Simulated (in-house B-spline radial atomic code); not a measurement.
Values are calculated unless marked as measured or tabulated.
**Zr in an electron gas of r_s = 3.6: phase shifts, screening and friction**

A nucleus sits in a uniform electron gas with a rigid positive background. The Kohn-Sham equations are solved self-consistently in the spin-unpolarised LDA (PW92), non-relativistic, on B-splines with outgoing waves at the boundary and partial waves to l = 8. The model has no lattice, no bands and no magnetic solution. Atomic units; δ_l are the phase shifts at the Fermi level, counted so that each bound state adds π, and good to about 0.0005. A narrow, partly filled d or f resonance in a thin gas would split by spin, so such rows rest on a solution that is probably unstable.

The density parameter is r_s = 3.6 bohr.

```tsv
l	δ_l (rad)
0	12.6275
1	9.4476
2	4.4298
3	-0.0376
4	-0.0033
5	-0.0002
6	-0.0004
7	-0.0003
8	-0.0003
```

Bound levels below the band bottom (hartree): s -13.87, p -11.15, d -6.184, s -1.57, p -0.8426 and deeper ones.

Problem. Check the Friedel sum rule, and say where the screening charge sits.

Solution. k_F = (9π/4)^(1/3)/r_s = 0.53310. The rule is Z = (2/π) Σ (2l + 1) δ_l. The terms are s 8.039, p 18.044, d 14.100, f -0.168 and -0.030 beyond, in all 39.986 against Z = 40. Bound states hold 8 s, 18 p, 10 d electrons, so the scattering states carry 3.99 in all.

Problem. Find the transport cross section and the electronic stopping of a 2 keV Zr ion (mass 91.22 u).

Solution. σ_tr = (4π/k_F²) Σ (l + 1) sin²(δ_l − δ_(l+1)). The terms for l = 0 to 3 are 0.0015, 1.8192, 2.8235, 0.0047, all together 4.6489, so σ_tr = 44.217 × 4.6489 = 205.563 bohr². With n = 3/(4π r_s³) = 0.005117, the friction coefficient is Q = n k_F σ_tr = 0.5607. For v well below v_F = 0.533, dE/dx = Q v; with 24801 eV per u at v = 1, v = √(2000/(24801 × 91.22)) = 0.0297, so dE/dx = 0.01667 hartree/bohr = 8.57 eV/nm. The largest term couples the d and f waves.
